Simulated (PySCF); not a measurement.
MP2 beside CCSD(T) along the alkali metals: bonds to Cs

MP2 and CCSD(T) in PySCF with def2-SVP on every atom (core potentials on Rb, Cs), for the lowest determinant that a PBE0 search found; no spin–orbit coupling.

```tsv
molecule	state (unpaired electrons)	MP2 Re (Å)	MP2 ωe (cm⁻¹)	MP2 De (eV)	CCSD(T) Re (Å)	CCSD(T) ωe (cm⁻¹)	CCSD(T) De (eV)
CsLi	singlet (closed shell)	3.808	174	0.35	3.792	172	0.59
CsNa	singlet (closed shell)	3.952	96.5	0.34	?	?	?
CsK	singlet (closed shell)	4.353	68.7	0.30	4.403	64.7	0.45
CsRb	singlet (closed shell)	4.473	47.8	0.24	4.573	42.8	0.36
Cs2	singlet (closed shell)	4.702	40.1	0.24	4.791	36.3	0.35
```

Estimate the CCSD(T) values of CsNa by adding the mean shift from MP2 to CCSD(T) of the other rows, and compare with the calculation.

The mean shifts are +5.6 pm, -4 cm⁻¹ and +0.15 eV, which give 4.008 Å, 92.8 cm⁻¹ and 0.49 eV. CCSD(T)/def2-SVP gives Re = 3.969 Å, ωe = 93.1 cm⁻¹, De = 0.54 eV.

What are the mean differences of MP2 from CCSD(T) over the whole series?

Re -4.8 pm, ωe +4 cm⁻¹, De -0.16 eV.

In a basis of this size CCSD(T) is itself not converged; it tends to give bonds that are too long and too weak.

Correlated steps freeze the inner cores (0 to 5 orbitals); shallow outer-core shells are correlated. Weak bonds: Cs2, CsK, CsLi, CsNa, CsRb. Basis-set superposition, not corrected here, can be much of De in a small basis, most of all at correlated wavefunction levels. Spin–orbit coupling is left out. Where the molecule has an RHF reference, its open-shell atoms are computed with UHF.
